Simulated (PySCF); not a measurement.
**UHF on Fe⁺ (iron, charge +1)**

Configuration: [Ar] 3d6 4s1, high-spin 6D determinant. All numbers are calculated (PySCF 2.14, the spin-free X2C one-electron Hamiltonian (Gaussian nucleus), in x2c-TZVPall (6s5p4d1f, 48 functions)).

* Total energy: -1271.099891 hartree
* One-electron energy: -1748.1611 hartree
* Hartree (Coulomb) energy: 531.9241 hartree
* Exchange energy: -54.8629 hartree
* ⟨S²⟩: 8.7525
* ⟨L²⟩: 6.015
* Sum of ⟨r⟩: 18.08 bohr
* Sum of ⟨r²⟩: 25.15 bohr²
* Traceless quadrupole moment −½Σ⟨3z² − r²⟩ along its main axis: 0.354 e·bohr²
* Langevin diamagnetic susceptibility: -19.9 ×10⁻⁶ cm³/mol
* Time after the integrals: 0.15 s of wall time on 1 thread of Neoverse-V2 (shared host)

```json
{"shell": "1s α", "electrons": "1", "mean orbital energy (eV)": "-7183.7", "spread (eV)": "0", "rms radius, mean of both spins (bohr)": "0.0675"}
{"shell": "1s β", "electrons": "1", "mean orbital energy (eV)": "-7183.6", "spread (eV)": "0", "rms radius, mean of both spins (bohr)": "0.0675"}
{"shell": "2s α", "electrons": "1", "mean orbital energy (eV)": "-892.64", "spread (eV)": "0", "rms radius, mean of both spins (bohr)": "0.288"}
{"shell": "2s β", "electrons": "1", "mean orbital energy (eV)": "-889.27", "spread (eV)": "0", "rms radius, mean of both spins (bohr)": "0.288"}
{"shell": "2p α", "electrons": "3", "mean orbital energy (eV)": "-758.37", "spread (eV)": "0.935", "rms radius, mean of both spins (bohr)": "0.260"}
{"shell": "2p β", "electrons": "3", "mean orbital energy (eV)": "-755.10", "spread (eV)": "0.025", "rms radius, mean of both spins (bohr)": "0.260"}
{"shell": "3s α", "electrons": "1", "mean orbital energy (eV)": "-128.85", "spread (eV)": "0", "rms radius, mean of both spins (bohr)": "0.871"}
{"shell": "3s β", "electrons": "1", "mean orbital energy (eV)": "-118.91", "spread (eV)": "0", "rms radius, mean of both spins (bohr)": "0.871"}
{"shell": "3p α", "electrons": "3", "mean orbital energy (eV)": "-89.191", "spread (eV)": "2.077", "rms radius, mean of both spins (bohr)": "0.936"}
{"shell": "3p β", "electrons": "3", "mean orbital energy (eV)": "-77.489", "spread (eV)": "1.415", "rms radius, mean of both spins (bohr)": "0.936"}
{"shell": "3d α", "electrons": "5", "mean orbital energy (eV)": "-26.625", "spread (eV)": "2.399", "rms radius, mean of both spins (bohr)": "1.22"}
{"shell": "3d β", "electrons": "1", "mean orbital energy (eV)": "-20.927", "spread (eV)": "0", "rms radius, mean of both spins (bohr)": "1.22"}
{"shell": "4s α", "electrons": "1", "mean orbital energy (eV)": "-15.422", "spread (eV)": "0", "rms radius, mean of both spins (bohr)": "2.98"}
```

Densities and radii are taken from the X2C orbitals without a picture-change correction, which distorts them close to the nucleus.
